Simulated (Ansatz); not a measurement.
CH6MoN2O2 (`C[O][Mo](=[NH])(=[NH])[OH]`), one more setting.

```yaml
crystal:
  periodic: [false, false, false]
  atoms:
    - {symbol: C, position_ang: [-1.218183, -0.743409, -1.635662]}
    - {symbol: O, position_ang: [-0.022624, -0.749820, -0.902695]}
    - {symbol: Mo, position_ang: [0.609675, 0.276218, 0.527042]}
    - {symbol: N, position_ang: [-0.699502, 1.229249, 1.131332]}
    - {symbol: N, position_ang: [1.215413, -0.790164, 1.742466]}
    - {symbol: O, position_ang: [1.988841, 1.461422, -0.009813]}
    - {symbol: H, position_ang: [-0.986300, -0.639632, -2.699997]}
    - {symbol: H, position_ang: [-1.746168, -1.690426, -1.484844]}
    - {symbol: H, position_ang: [-1.871875, 0.081149, -1.333955]}
    - {symbol: H, position_ang: [-1.343118, 1.517374, 1.855372]}
    - {symbol: H, position_ang: [1.253756, -1.238976, 2.645943]}
    - {symbol: H, position_ang: [2.897287, 1.231715, 0.198909]}
basis:
  gaussian: {orbitals: def2-TZVPD, point_charges: [{charge: 2.00, position_ang: [6.611, 0.861, 0.826]}]}
total_charge: 1
magnetization: {spin_polarized: true, initial_magnetization: 1}
hamiltonian: {xc: {name: r2SCAN0}, dispersion: d4}
output: {forces: true}
```

```sh
$ ansatz run in.yaml --threads 4 --pin off --events-out ev --progress --plain --max-ram 11315MiB
```

Output, abridged:

```
Functional definition: r2SCAN0
1584 factors; their error is unknown
mean field evaluation 1: about -10027.0378 eV, gradient 8.3e1 eV
mean field evaluation 2: about -9918.8124 eV, gradient 1.8e2 eV
mean field evaluation 4: about -10047.0879 eV, gradient 3.0e1 eV
mean field evaluation 8: about -10050.8573 eV, gradient 1.2e0 eV
mean field evaluation 16: about -10050.9051 eV, gradient 5.6e-2 eV
mean field evaluation 32: about -10050.9772 eV, gradient 4.0e-4 eV
mean field -10050.97722666 eV, -369.3666002826 hartree, gradient 1.4e-5 eV, S^2 0.828397; 6 other end points of the search recorded, 0 dependent functions left out
reference -10050.97724635 eV, -369.3666010064 hartree; 28, 27 occupied and 257, 258 virtual orbitals, 1584 factors
Total energy: -10051.05757495 eV, -369.3695530277 hartree
Atom 0 at    -1.218183    -0.743409    -1.635662 Å, force    -0.024531     0.362377    -0.959022 eV/Å
Atom 1 at    -0.022624    -0.749820    -0.902695 Å, force    -0.283047     0.193016     0.416256 eV/Å
Atom 2 at     0.609675     0.276218     0.527042 Å, force    -2.165032     2.762991    -2.012579 eV/Å
Atom 3 at    -0.699502     1.229249     1.131332 Å, force     1.493581    -1.294895    -0.449875 eV/Å
Atom 4 at     1.215413    -0.790164     1.742466 Å, force     0.931732    -1.431637     1.769483 eV/Å
Atom 5 at     1.988841     1.461422    -0.009813 Å, force     0.211526    -0.214439     0.305184 eV/Å
Atom 6 at    -0.986300    -0.639632    -2.699997 Å, force     0.095760    -0.190654     0.249174 eV/Å
Atom 7 at    -1.746168    -1.690426    -1.484844 Å, force     0.034732    -0.107262     0.222005 eV/Å
Atom 8 at    -1.871875     0.081149    -1.333955 Å, force     0.030089    -0.206008     0.325421 eV/Å
Atom 9 at    -1.343118     1.517374     1.855372 Å, force    -0.270474     0.301712     0.077933 eV/Å
Atom 10 at     1.253756    -1.238976     2.645943 Å, force    -0.197744    -0.321684     0.217184 eV/Å
Atom 11 at     2.897287     1.231715     0.198909 Å, force    -0.502190     0.054685    -0.177737 eV/Å
Dipole moment:    -0.969730    -0.591759     0.153104 e Å
```

Run time 39 s (4 threads of an Arm Neoverse V2 on a shared host); peak host memory 1.3 GiB.
